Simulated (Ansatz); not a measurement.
Consider the formal exchange of groups at the Si–C bond: `O[SiH2]C[SiH2]O` + `[SiH3][SeH]` → `O[SiH2][SiH2][SeH]` + `C[SiH2]O`.

Calculated with Ansatz (gas phase, PBE0-D4/def2-TZVP geometries, no zero-point term in ΔE). CCSD(T)/CBS adds triple-zeta CCSD(T) − MP2 to the extrapolated MP2 energy (def2 sets, frozen cores). This one scheme is used for every species. DFT in def2-TZVPP. B3LYP here is the variant with VWN-RPA as its local correlation; programs differ in this. For Se outer-core shells are correlated without core-valence functions, which leaves a few kJ/mol of doubt a bond. Scalar relativity is left out up to krypton. Each species was taken in one conformer, which may not be the lowest.

| level | ΔE (kJ/mol) |
| --- | --- |
| B3LYP-D4 | 19.5 |
| HF/def2-TZVPP | 29.4 |

(1) What does CCSD(T)/CBS give? (Best estimate.)

Largest T1 diagnostic among the species: 0.011.

## Answers

(1) Computed: +23.7 kJ/mol. The listed levels differ from it by -4.2, 5.7 kJ/mol.

From PBE to PBE0 (25 % exact exchange), in def2-TZVPP and without D4, ΔE moves by +6.4 kJ/mol.
